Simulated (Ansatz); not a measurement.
Relaxation of GeCl2⁻ with UKS PBE-D4/def2-TZVPD.

```sh
$ ansatz run in.yaml --threads 4 --pin off --events-out ev --progress --plain --max-ram 3916MiB
```

```yaml
crystal:
  periodic: [false, false, false]
  atoms:
    - {symbol: Ge, position_ang: [0.984321, 0.085405, -0.214979]}
    - {symbol: Cl, position_ang: [-0.857785, -0.229282, -1.641023]}
    - {symbol: Cl, position_ang: [-0.126537, 0.143876, 1.856001]}
basis:
  gaussian: {orbitals: def2-TZVPD}
total_charge: -1
magnetization: {spin_polarized: true, initial_magnetization: 3}
hamiltonian: {xc: pbe, dispersion: d4}
scf: {lower_state_search: "off"}
output: {orbitals: {seedname: orbitals}}
relax: {f_tol: 0.02, max_steps: 100}
```

Hardware: 4 threads of Arm Neoverse V1 on a shared host. Wall time 8 s.

Positions (Å) and forces (eV/Å) at steps 1, 2, 3, 4, 5, 6, 7 of 7:

```xyz
3
step=1 energy=-81545.2643 eV
Ge    0.984    0.085   -0.215   -0.230   -0.021    0.038
Cl   -0.858   -0.229   -1.641   -0.089   -0.096   -1.019
Cl   -0.127    0.144    1.856    0.319    0.117    0.981
3
step=2 energy=-81545.6692 eV
Ge    0.875    0.076   -0.191   -0.628   -0.055    0.132
Cl   -0.841   -0.244   -1.836    0.169   -0.047   -0.768
Cl   -0.034    0.168    2.027    0.459    0.102    0.635
3
step=3 energy=-81546.0814 eV
Ge    0.706    0.061   -0.155   -0.874   -0.076    0.192
Cl   -0.793   -0.255   -2.028    0.351   -0.006   -0.509
Cl    0.087    0.194    2.183    0.523    0.082    0.316
3
step=4 energy=-81546.4217 eV
Ge    0.517    0.045   -0.113   -0.856   -0.074    0.190
Cl   -0.723   -0.260   -2.167    0.391    0.018   -0.271
Cl    0.206    0.215    2.280    0.465    0.056    0.081
3
step=5 energy=-81546.6610 eV
Ge    0.330    0.029   -0.072   -0.644   -0.056    0.142
Cl   -0.644   -0.259   -2.257    0.320    0.027   -0.079
Cl    0.314    0.230    2.329    0.324    0.029   -0.063
3
step=6 energy=-81546.8051 eV
Ge    0.136    0.012   -0.030   -0.284   -0.025    0.063
Cl   -0.553   -0.254   -2.308    0.152    0.017    0.017
Cl    0.418    0.242    2.338    0.132    0.007   -0.080
3
step=7 energy=-81546.8357 eV
Ge    0.004    0.000   -0.001   -0.009   -0.001    0.002
Cl   -0.487   -0.248   -2.320    0.006    0.001    0.008
Cl    0.483    0.247    2.321    0.002   -0.001   -0.011
```

The highest occupied level of the charge -1 quartet lies above zero (up to 0.94 eV). It is a level of α spin, whose loss leaves a triplet; that state wasn't run at this geometry and level. The electron is either unbound and held by the finite basis, or the level is raised by self-interaction error. The relaxation made no stability test and no search for a lower SCF solution. At PBE-D4/def2-TZVPD a doublet of charge -1 lies 2.78 eV below the quartet, each at its own geometry. The structure comes from a short search, and lower isomers may exist.
